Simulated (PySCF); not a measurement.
## Relaxation of octet GdBr3

Level of theory: UPBE0/[Gd x2c-TZVPall, Br x2c-TZVPall], spin-free X2C, density fitting, no spin–orbit coupling, PySCF. A (50,194) grid was used.

A hand-made trigonal planar start, of D3h symmetry, held to at least that symmetry:

```xyz
4
charge 0 multiplicity 8, angstrom
Gd    0.0000    0.0000    0.0000
Br    2.8300    0.0000    0.0000
Br   -1.4150    2.4509    0.0000
Br   -1.4150   -2.4509    0.0000
```

(1) What does it relax to?

(2) How much energy is released, and in how many steps?

Results:

(1) It ends at D3h with Gd–Br 2.616 Å (×3); Br–Gd–Br 120.0° (×3) (after a last refinement on a finer grid). A frequency run shows a minimum. Other isomers or separated fragments may lie lower.

(2) 61.1 kJ/mol in 4 steps.

With open d or f shells other occupations or spin states may lie lower. No spin–orbit coupling is included, which matters more the heavier the element.
